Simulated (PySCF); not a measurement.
Mapped SMILES: `[CH:1]#[C:2][C:3]#[C:4][N:5]=[C:6]=[S:7]`. Hydrogens are named by the atom that carries them.

- PBE0-D3(BJ)/def2-SVP geometry
- shieldings: GIAO PBE0/pcSseg-1
- code: PySCF 2.14.0 with density-fitted response routines
- relativity neglected, one computed conformer, no solvent

Shifts are taken against calculated references (same method and geometry level): $^{13}$C (184.41 ppm) against TMS.

**Question.** Do the $^{13}$C shifts follow the atomic charges (in e)? Tabulate both.

**Answer.** 
```
atoms  hybridisation  δ (ppm)  σ para (ppm)  Hirshfeld    IAO  Mulliken  ESP-fitted
   C6             sp    119.2          -206      +0.10  +0.06     +0.20       -0.39
   C2             sp     72.9          -132      -0.04  -0.03     +0.33       -0.10
   C1             sp     69.5          -147      -0.07  -0.18     -0.33       -0.31
   C4             sp     58.6          -145      +0.04  +0.09     +0.13       -0.58
   C3             sp     40.5          -101      -0.04  -0.06     +0.03       +0.30
```

Correlation coefficients of δ with charge over these carbons: Hirshfeld +0.69, IAO +0.33, Mulliken +0.27, ESP-fitted -0.49; with the paramagnetic shielding -0.95. With so few points these coefficients are fragile. Charge is one influence among several: hybridisation and low-lying excitations act through the paramagnetic term.

Shifts are as computed. Against solution values, carbons near 30 ppm lie about +2 ppm off and those near 130 ppm about +5 ppm. Of 1211 compounds with measured shifts, 218 miss one by over three times the rms of a fit or turn the order of signals round; such compounds aren't used in these exercises.
